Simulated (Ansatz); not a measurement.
A nudged elastic band was laid between two geometries of Cl$_{2}$H$_{5}$InO$_{2}$Si (11 atoms, charge 0, multiplicity 1).

The calculation used Ansatz, RKS B3LYP/def2-SVP.

```json
{
  "movable images": "7",
  "climbing image": "yes",
  "spring": "5.0 eV/Å²",
  "optimiser": "quadratic models (default)",
  "start path": "through a guess of the saddle point",
  "force threshold": "0.05 eV/Å",
  "iteration limit": "60",
  "end points": "relaxed"
}
```

Image 0:

```xyz
11
Properties=species:S:1:pos:R:3
In -0.035 0.039 0.096
O -0.497 -0.564 1.992
H -1.398 -0.897 2.107
Cl 2.038 -0.606 -0.819
Cl -1.782 0.735 -1.329
O 0.580 1.712 1.546
Si 1.882 2.767 1.863
H 3.054 2.005 2.372
H 2.179 3.415 0.564
H 1.443 3.762 2.878
H 0.193 1.130 2.250
```

Image 8:

```xyz
11
Properties=species:S:1:pos:R:3
In 0.345 0.317 0.058
O -0.602 -0.554 1.969
H -1.570 -0.513 2.014
Cl 1.940 -1.179 -0.794
Cl -1.596 0.858 -1.167
O 0.866 1.600 1.548
Si 1.895 2.881 1.789
H 3.290 2.423 2.071
H 1.937 3.781 0.594
H 1.413 3.669 2.963
H -0.258 0.217 2.474
```

(1) What changes between the two ends?

(2) Give the energies along the band, and the barrier.

(3) What is the geometry of the highest image?

(4) What are the harmonic wavenumbers there?

Answers

(1) Bonds broken: O6–H11. Bonds formed: O2–H11.

(2) It converged. The highest image is number 3 of 0 to 8, 12.6 kJ/mol above the first end and 34.1 kJ/mol above the last; the last end lies 21.5 kJ/mol below the first. A vibrational analysis at the climbing image gives one clearly imaginary mode, 810i cm⁻¹: a first-order saddle point. The orbitals stay closed-shell, which can raise the energy where a bond breaks towards radicals; this wasn't checked here.

```
image  path coordinate (Å)  energy (kJ/mol)  O6–H11 (Å)  O2–H11 (Å)
    0                 0.00              0.0        0.99        1.85
    1                 0.46              0.3        1.00        1.80
    2                 0.92              1.5        1.00        1.72
    3                 1.37             12.6        1.17        1.28
    4                 1.77            -11.7        1.57        1.03
    5                 2.16            -20.1        1.84        0.99
    6                 2.55            -21.5        1.99        0.98
    7                 2.95            -21.5        2.01        0.98
    8                 3.34            -21.5        2.01        0.98
```

(3) 
```xyz
11
Properties=species:S:1:pos:R:3
In 0.073 0.102 -0.016
O -0.457 -0.354 2.003
H -1.398 -0.336 2.232
Cl 1.835 -1.151 -0.919
Cl -1.728 0.881 -1.310
O 0.754 1.557 1.468
Si 1.866 2.743 1.899
H 3.184 2.141 2.247
H 2.031 3.668 0.745
H 1.336 3.485 3.078
H 0.162 0.765 2.093
```

(4) 810i, 28, 40, 73, 90, 102, 119, 149, 322, 351, 388, 448, 494, 558, 723, 733, 758, 949, 960, 964, 1020, 1311, 1815, 2233, 2235, 2245, 3824 cm⁻¹.

Time of the run: 6.9 min on 4 threads of Arm Neoverse V2, with other jobs on the host, peak memory 0.41 GiB.
